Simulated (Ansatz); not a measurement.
Reaction (redistribution): `[CH3][In]([CH3])[F]` + `CCBO[SiH3]` → `[CH3][In]([F])[O][SiH3]` + `CBCC`

Isolated molecules relaxed with PBE0-D4/def2-TZVP in Ansatz; ΔE leaves out vibrations. CCSD(T)/CBS is the MP2 limit (def2-TZVPP, def2-QZVPP) plus CCSD(T) − MP2 in def2-TZVPP, frozen cores. Functionals use def2-TZVPP. Elements past krypton have def2 core potentials. For In outer-core shells are correlated without core-valence functions, which leaves a few kJ/mol of doubt a bond. Each species was taken in one conformer, which may not be the lowest.

CCSD(T)/CBS gives +0.74 eV.

(1) Another level gave +0.76 eV. Which?
A. LDA (SPW92)/def2-TZVPP
B. r2SCAN-D4/def2-TZVPP
C. B97M-V/def2-TZVPP
D. B2PLYP/def2-TZVPP

Largest T1 diagnostic among the species: 0.015.

Results:

(1) B. r2SCAN-D4 0.76, B2PLYP 0.80, B97M-V 0.69, LDA (SPW92) 0.89 eV.

In def2-TZVPP, CCSD(T) changes the Hartree–Fock value by +0.05 eV (the triples alone add −0.00 eV) and MP2 by +0.06 eV. At CCSD(T), def2-SVP lies +0.07 eV from the extrapolated value and def2-TZVPP +0.06 eV.
